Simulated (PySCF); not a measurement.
# Al: excitation energy

Al [Ne] 3s2 3p1 (2P) → Al [Ne] 3s2 4s1 (2S), as a difference of total energies. All numbers are calculated (PySCF 2.14, the non-relativistic Hamiltonian (point nucleus), in aug-cc-pV(D+d)Z (5s4p3d, 32 functions)). Correlated levels: valence: [Ne] frozen. The calculations carry no spin-orbit coupling.

```tsv
method	excitation energy (eV)
UHF	3.084
MP2 (valence)	3.090
SCS-MP2 (valence)	3.089
CCSD (valence)	3.164
CCSD(T) (valence)	3.165
CCSDT (valence)	3.164
FCI (valence)	3.164
```

Question: How much does correlation contribute at CCSD(T) (valence)?

Answer: 3.165 − (3.084) = 0.081 eV, measured against UHF.

Errors of the correlated levels include the incompleteness of this basis and the frozen core.

For comparison: 3.133 eV (measured; NIST levels, between the centres of gravity of the two terms).
